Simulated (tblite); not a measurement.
Record of a relaxation.

Species: C4H5BCl2.
Atom-mapped SMILES: `[CH2:1]=[C:2]1[CH2:3][C@H:4]1[B:5]([Cl:6])[Cl:7]` (hydrogens: H8, H9 on C1; H10, H11 on C3; H12 on C4)

Computed with GFN2-xTB (tblite), gas phase: L-BFGS steps from a force-field or distance-geometry start until the largest atomic force falls under 0.01 eV/Å. 6 of its 83 geometries are shown.

Step 0: E = -582.5765 eV, largest atomic force 4.110 eV/Å
```
atom  x, y, z in Å  |  force x, y, z in eV/Å
C1     -1.897   -0.730    0.192    0.972   0.901  -0.218
C2     -0.833    0.009   -0.082    1.201   0.941  -0.252
C3     -0.050    1.324   -0.069   -3.540   1.808   1.043
C4      0.593    0.180   -0.620    0.623  -3.780   0.092
B5      1.677   -0.529    0.330    1.263  -0.775  -1.011
Cl6     1.598   -2.350    0.592    0.152   1.904  -0.038
Cl7     3.231    0.379    0.736   -1.625  -0.983  -0.110
H8     -2.766   -0.264    0.659    0.272  -0.373  -0.194
H9     -1.911   -1.787   -0.051   -0.140   0.256   0.112
H10     0.196    1.650    0.963   -0.051   0.223  -1.129
H11    -0.478    2.041   -0.814    0.598  -0.153   1.139
H12     0.641    0.076   -1.715    0.275   0.030   0.568
```

Step 16: E = -583.4442 eV, largest atomic force 0.059 eV/Å
```
atom  x, y, z in Å  |  force x, y, z in eV/Å
C1     -1.866   -0.702    0.182   -0.024  -0.009   0.004
C2     -0.816    0.029   -0.082   -0.044  -0.013   0.037
C3     -0.145    1.327   -0.046   -0.021   0.001   0.012
C4      0.569    0.086   -0.582   -0.037  -0.006   0.006
B5      1.738   -0.601    0.216    0.032  -0.005  -0.002
Cl6     1.671   -2.272    0.614    0.002  -0.002  -0.032
Cl7     3.106    0.302    0.731    0.016   0.023   0.015
H8     -2.753   -0.278    0.624    0.002   0.005  -0.020
H9     -1.889   -1.758   -0.034    0.015   0.016   0.004
H10     0.172    1.722    0.909    0.018   0.004   0.025
H11    -0.451    2.091   -0.745    0.027   0.006  -0.040
H12     0.666    0.051   -1.665    0.013  -0.020  -0.010
```

Step 33: E = -583.4536 eV, largest atomic force 0.114 eV/Å
```
atom  x, y, z in Å  |  force x, y, z in eV/Å
C1     -1.897   -0.675    0.188   -0.056   0.003   0.047
C2     -0.827    0.039   -0.028   -0.057  -0.003  -0.023
C3     -0.146    1.332   -0.054    0.093  -0.025  -0.001
C4      0.560    0.062   -0.528    0.025  -0.014  -0.048
B5      1.766   -0.601    0.225    0.071  -0.028   0.067
Cl6     1.828   -2.314    0.421    0.033   0.106  -0.023
Cl7     3.070    0.349    0.833   -0.091  -0.066   0.018
H8     -2.803   -0.229    0.561   -0.057   0.027   0.044
H9     -1.923   -1.738    0.009    0.048   0.002  -0.007
H10     0.188    1.756    0.881   -0.005   0.020   0.051
H11    -0.434    2.077   -0.781   -0.016  -0.053  -0.029
H12     0.620   -0.059   -1.607    0.011   0.029  -0.096
```

Step 49: E = -583.5513 eV, largest atomic force 0.180 eV/Å
```
atom  x, y, z in Å  |  force x, y, z in eV/Å
C1     -1.958   -0.569    0.310    0.029  -0.017  -0.001
C2     -0.837    0.033    0.011    0.073   0.096   0.022
C3     -0.094    1.274   -0.152   -0.018  -0.030   0.005
C4      0.541   -0.062   -0.554    0.035  -0.050  -0.050
B5      1.776   -0.636    0.213   -0.033   0.069   0.052
Cl6     2.556   -2.104   -0.251   -0.116   0.068  -0.070
Cl7     2.471    0.237    1.534   -0.106  -0.063  -0.001
H8     -2.799   -0.011    0.691    0.020   0.049  -0.023
H9     -2.119   -1.630    0.200    0.176   0.025   0.030
H10     0.307    1.782    0.717   -0.075  -0.076  -0.109
H11    -0.374    1.924   -0.970   -0.021   0.099   0.114
H12     0.532   -0.239   -1.628    0.037  -0.169   0.031
```

Step 66: E = -583.6260 eV, largest atomic force 0.067 eV/Å
```
atom  x, y, z in Å  |  force x, y, z in eV/Å
C1     -1.891   -0.533    0.393   -0.003  -0.001   0.016
C2     -0.818    0.086   -0.015    0.011   0.047  -0.009
C3     -0.063    1.298   -0.254   -0.020   0.029   0.000
C4      0.535   -0.072   -0.627    0.021   0.006   0.003
B5      1.697   -0.655    0.217    0.001  -0.015  -0.002
Cl6     2.769   -1.838   -0.428   -0.008  -0.006  -0.027
Cl7     1.942   -0.137    1.847   -0.008  -0.018  -0.012
H8     -2.742    0.010    0.770    0.021  -0.001   0.028
H9     -1.971   -1.607    0.369   -0.014  -0.008  -0.026
H10     0.386    1.799    0.593   -0.046   0.022   0.006
H11    -0.351    1.962   -1.056    0.002  -0.039  -0.027
H12     0.510   -0.314   -1.687    0.043  -0.014   0.050
```

Step 82: E = -583.6304 eV, largest atomic force 0.008 eV/Å
```
atom  x, y, z in Å  |  force x, y, z in eV/Å
C1     -1.881   -0.529    0.404    0.003  -0.004   0.005
C2     -0.816    0.094   -0.021    0.001  -0.003  -0.002
C3     -0.069    1.308   -0.268   -0.003   0.004   0.001
C4      0.542   -0.063   -0.621    0.004  -0.002  -0.001
B5      1.693   -0.664    0.226   -0.001  -0.006   0.004
Cl6     2.778   -1.817   -0.455   -0.006   0.005  -0.002
Cl7     1.905   -0.212    1.877   -0.003   0.002  -0.006
H8     -2.727    0.012    0.796    0.001   0.004  -0.006
H9     -1.960   -1.603    0.379    0.002  -0.002   0.002
H10     0.356    1.835    0.574   -0.001   0.000   0.000
H11    -0.355    1.946   -1.091    0.003   0.000   0.000
H12     0.536   -0.308   -1.679    0.000   0.003   0.006
```

Task: Summarise the path.

Result: The energy falls by 1.0539 eV from step 0 to step 82; nine tenths of that is first reached at step 47. It rises by more than 0.2 meV at step 48. The largest force goes from 4.110 to 0.008 eV/Å. Among the bonds B5–Cl7 changes most, from 1.845 to 1.725 Å; the atoms move by 0.774 Å rms after alignment.

Task: Follow the three bonds and two angles with the largest change from start to end.

Result: 
| step | E above end (eV) | largest force (eV/Å) | B5–Cl7 (Å) | C3–C4 (Å) | B5–Cl6 (Å) | C2–C3–H11 (°) | C2–C4–B5 (°) |
| --- | --- | --- | --- | --- | --- | --- | --- |
| 0 | 1.0539 | 4.110 | 1.845 | 1.423 | 1.842 | 110.4 | 111.7 |
| 4 | 0.2251 | 0.970 | 1.713 | 1.538 | 1.705 | 118.4 | 120.1 |
| 7 | 0.1938 | 0.140 | 1.720 | 1.521 | 1.718 | 118.6 | 120.4 |
| 11 | 0.1883 | 0.074 | 1.719 | 1.531 | 1.718 | 118.9 | 120.4 |
| 14 | 0.1869 | 0.047 | 1.720 | 1.530 | 1.720 | 118.8 | 120.4 |
| 18 | 0.1854 | 0.067 | 1.717 | 1.530 | 1.718 | 118.9 | 121.0 |
| 21 | 0.1843 | 0.052 | 1.721 | 1.530 | 1.719 | 119.1 | 121.6 |
| 25 | 0.1828 | 0.050 | 1.721 | 1.529 | 1.719 | 119.3 | 122.3 |
| 29 | 0.1814 | 0.076 | 1.717 | 1.528 | 1.717 | 119.7 | 122.5 |
| 32 | 0.1785 | 0.093 | 1.723 | 1.529 | 1.723 | 120.0 | 123.3 |
| 36 | 0.1701 | 0.120 | 1.719 | 1.528 | 1.725 | 118.3 | 124.8 |
| 39 | 0.1642 | 0.363 | 1.713 | 1.530 | 1.704 | 116.8 | 125.3 |
| 43 | 0.1458 | 0.333 | 1.737 | 1.530 | 1.736 | 116.8 | 126.2 |
| 46 | 0.1093 | 0.404 | 1.742 | 1.528 | 1.730 | 117.5 | 124.9 |
| 50 | 0.0747 | 0.186 | 1.727 | 1.534 | 1.725 | 117.9 | 124.7 |
| 53 | 0.0426 | 0.230 | 1.726 | 1.539 | 1.722 | 121.0 | 122.8 |
| 57 | 0.0254 | 0.151 | 1.732 | 1.542 | 1.727 | 120.2 | 120.5 |
| 61 | 0.0149 | 0.169 | 1.725 | 1.544 | 1.720 | 119.6 | 121.7 |
| 64 | 0.0057 | 0.081 | 1.729 | 1.539 | 1.720 | 119.6 | 120.2 |
| 68 | 0.0032 | 0.094 | 1.725 | 1.543 | 1.724 | 119.9 | 119.5 |
| 71 | 0.0007 | 0.047 | 1.725 | 1.542 | 1.724 | 119.1 | 119.5 |
| 75 | 0.0002 | 0.012 | 1.725 | 1.542 | 1.723 | 119.2 | 119.6 |
| 78 | 0.0001 | 0.014 | 1.724 | 1.542 | 1.723 | 119.2 | 119.7 |
| 82 | 0.0000 | 0.008 | 1.725 | 1.542 | 1.724 | 119.3 | 119.8 |

The cost below is that of the whole relaxation. On one thread of an Arm Neoverse V1 (shared host), this took 0.59 s.
